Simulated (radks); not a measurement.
The hafnium ion Hf7+, configuration [Kr] 4d10 4f13 5s2 5p4. Method: scalar-relativistic Kohn-Sham, BLYP, spin-unpolarised, spherical densities, finite nucleus; Fermi nuclear charge, rms radius 5.347 fm; computed with a radial shooting solver on a logarithmic mesh with Libxc functionals. Some entries of the table are withheld. Estimate them.

orbital  occ.  eigenvalue (hartree)  r(max) (bohr)
1s          2             -2402.666            (1)
2s          2                   (2)        0.06807
2p          6             -364.2660        0.05566
3s          2             -97.39824         0.1922
3p          6             -82.47655            (3)
3d         10             -64.78998         0.1546
4s          2             -22.71603         0.4371
4p          6                   (4)         0.4578
4d         10                   (5)         0.4702
5s          2              -6.01470         0.9915
5p          4              -4.72254          1.106
4f         13              -4.42869            (6)
5d          0              -3.11779          1.350
6s          0              -2.61060          2.133

Answer. 
(1) 1s r(max) (bohr): 0.01190
(2) 2s eigenvalue (hartree): -414.1942
(3) 3p r(max) (bohr): 0.1898
(4) 4p eigenvalue (hartree): -17.81131
(5) 4d eigenvalue (hartree): -11.46476
(6) 4f r(max) (bohr): 0.4502
